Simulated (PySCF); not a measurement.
C₃H₆BFN₂, SMILES CN1CN=CB1F. Atoms are numbered in the order given.

```xyz
13

C      0.9539    -1.8739     0.0000
N      0.4409    -0.5265     0.0000
C      1.3354     0.6192     0.0000
N      0.5422     1.8307     0.0000
C     -0.7081     1.5173     0.0000
B     -0.8779    -0.0490     0.0000
F     -1.9757    -0.8101     0.0000
H      1.5744    -2.0735     0.8921
H      1.5744    -2.0735    -0.8921
H      0.1158    -2.5850     0.0000
H      1.9966     0.6203    -0.8881
H      1.9966     0.6203     0.8881
H     -1.4556     2.3224     0.0000
```
Charge 0, spin multiplicity 1.

Geometry optimised at B3LYP-D3(BJ)/def2-SVP. This is a generated structure with no PubChem entry under its InChIKey; it may be hypothetical. One conformer was computed; it need not be the lowest.

Two levels are set side by side: PBE/pcSseg-1 (PySCF) and KT2/pcSseg-1 (PySCF). GIAO shifts against BF3 (¹¹B), CFCl3 (¹⁹F), NH3 (¹⁵N), TMS (¹H), TMS (¹³C) at the same level; non-relativistic, no solvent, atoms listed together averaged. Differences are taken from unrounded values.

| quantity | KT2 | PBE | PBE minus KT2 |
|---|---|---|---|
| δ(¹³C) of C1 (ppm) | 33.1 | 33.1 | 0.0 |
| δ(¹⁵N) of N2 (ppm) | 137.5 | 148.4 | 10.9 |
| δ(¹³C) of C3 (ppm) | 86.2 | 89.6 | 3.4 |
| δ(¹⁵N) of N4 (ppm) | 417.1 | 445.8 | 28.7 |
| δ(¹³C) of C5 (ppm) | 169.6 | 182.3 | 12.7 |
| δ(¹¹B) of B6 (ppm) | 12.1 | 12.6 | 0.6 |
| δ(¹⁹F) of F7 (ppm) | -186.4 | -173.1 | 13.3 |
| δ(¹H) of H11, H12 (ppm) | 5.28 | 5.37 | 0.08 |
| δ(¹H) of H13 (ppm) | 8.38 | 8.66 | 0.28 |

Rough cost on one machine, each run with all the roots and properties that it gave: KT2 against PBE within a factor of 2.
